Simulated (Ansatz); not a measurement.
Geometry optimisation, Ansatz 0.2.0, RKS B3LYP-D4/def2-mTZVP.

Input file:

```yaml
crystal:
  periodic: [false, false, false]
  atoms:
    - { symbol: "N", position_ang: [0.065, -1.4163, 1.5791] }
    - { symbol: C, position_ang: [0.2204, -0.7182, 0.3026] }
    - { symbol: F, position_ang: [-0.5055, -1.4368, -0.6187] }
    - { symbol: O, position_ang: [-0.2617, 0.5793, 0.3552] }
    - { symbol: Si, position_ang: [-0.0475, 1.5618, -0.9481] }
    - { symbol: H, position_ang: [-0.9597, -1.1821, 1.7935] }
    - { symbol: H, position_ang: [0.102, -2.3666, 1.3848] }
    - { symbol: H, position_ang: [1.3274, -0.7042, 0.0327] }
    - { symbol: H, position_ang: [-0.7645, 1.0914, -2.0857] }
    - { symbol: H, position_ang: [-0.5071, 2.9425, -0.5847] }
    - { symbol: H, position_ang: [1.3966, 1.5922, -1.1901] }
basis:
  gaussian: { orbitals: def2-mTZVP }
hamiltonian:
  xc: b3lyp
  dispersion: d4
relax:
  f_tol: 0.02
  max_steps: 50
output:
  orbitals: {}
```

Launched with:

```bash
$ ansatz run input.yaml --threads 2 --pin off --max-ram 3072MiB --backend cpu --events-out ev --progress --plain --runs-dir out
```

Question: Where does it end, and by what steps?

Answer: The forces met the threshold. After 11 steps the energy has fallen by 0.448 eV; F3 moved furthest, 0.40 Å.

| step | energy less start (eV) | largest force component (eV/Å) | accepted |
| --- | --- | --- | --- |
| 0 | 0.0000 | 4.080 | yes |
| 1 | -0.3377 | 1.300 | yes |
| 2 | -0.4161 | 0.642 | yes |
| 3 | -0.3517 | 1.272 | no |
| 4 | -0.4377 | 0.219 | yes |
| 5 | -0.4415 | 0.073 | yes |
| 6 | -0.4428 | 0.053 | yes |
| 7 | -0.4410 | 0.234 | no |
| 8 | -0.4454 | 0.050 | yes |
| 9 | -0.4470 | 0.081 | yes |
| 10 | -0.4475 | 0.036 | yes |
| 11 | -0.4478 | 0.018 | yes |

```xyz
11
Properties=species:S:1:pos:R:3
N -0.131 -1.360 1.556
C 0.301 -0.721 0.383
F -0.159 -1.395 -0.806
O -0.196 0.559 0.346
Si -0.068 1.578 -0.976
H -1.140 -1.294 1.649
H 0.155 -2.333 1.573
H 1.388 -0.758 0.293
H -1.071 1.261 -2.015
H -0.309 2.931 -0.436
H 1.297 1.475 -1.548
```

Whether the end is a true minimum wasn't checked by a vibrational analysis.

The run took 19 s on 2 threads of AMD EPYC 9B45 (Zen 5) (shared host), peak memory 0.29 GiB.
